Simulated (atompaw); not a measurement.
**Cl: one change to a PAW (atompaw) potential, before and after**

```json
{
 "Element": "chlorine",
 "Generator": "atompaw 4.2.0.5",
 "Type": "PAW",
 "Functional": "LDA (PW92)",
 "Relativity": "scalar-relativistic",
 "Frozen core": "[Ne]",
 "Valence charge": "7",
 "Reference configuration": "3s2 3p3 (charge +2)",
 "Partial waves": "3s (bound): rc 1.50 bohr; 3s channel at 1.6 Ry: rc 1.50 bohr; 3p (bound): rc 1.50 bohr; 3p channel at -1.8 Ry: rc 1.50 bohr; 3d channel at 0.15 Ry: rc 1.40 bohr; 3d channel at 2.95 Ry: rc 1.40 bohr",
 "Local potential": "bessel scheme, radius 1.00 bohr",
 "Core correction": "smooth core density matched at 0.95 bohr",
 "Augmentation charge": "sinc compensation charge, radius 1.15 bohr; PAW radius 1.50 bohr; waves and projectors: custom polynom vanderbiltortho"
}
```

Change: local potential troulliermartins scheme with l = 3 at -0.5 Ry, radius 1.00 bohr.

Cutoffs: the cutoffs (Ry, on a coarse ladder) from which the occupation-weighted sum of valence levels, in a spherical-Bessel basis at the reference potential, stays within 10 and 1 mRy of its value at 400 Ry; they do not see the model core or the augmentation charge, which bear on the density cutoff.

Q: What does the change do?

A: The potential gets neither clearly harder nor softer (21 Ry and 30 Ry → 18 Ry and 45 Ry); a bound ghost appears in s, which as a rule spoils a file. A state that the projectors do not describe sees the local part alone, so a deeper or shallower local part can create or remove a ghost.

```tsv
quantity	base	changed
cutoff, loose	21 Ry	18 Ry
cutoff, tight	30 Ry	45 Ry
loose cutoff by channel (10 mRy a level)	s 15 Ry, p 15 Ry	s 12 Ry, p 15 Ry
bound ghosts	none	s
s: phases at 1.50 bohr within 0.05 rad from the reference energy up to (Ry; the scan ends near 5)	to the end of the scan	to the end of the scan
p: phases at 1.50 bohr within 0.05 rad from the reference energy up to (Ry; the scan ends near 5)	to the end of the scan	to the end of the scan
d: phases at 1.50 bohr within 0.05 rad from the reference energy up to (Ry; the scan ends near 5)	to the end of the scan	to the end of the scan
lowest overlap eigenvalue by channel	s 0.11, p 0.71, d 0.96	s 0.01, p 0.66, d 0.94
```

 A true bound ghost makes a file unfit for plane-wave use even where its test errors are small: the radial tests pick states by their node count and pass the ghost by. The cutoffs see the waves, projectors and local potential, not the compensation charge or the core.
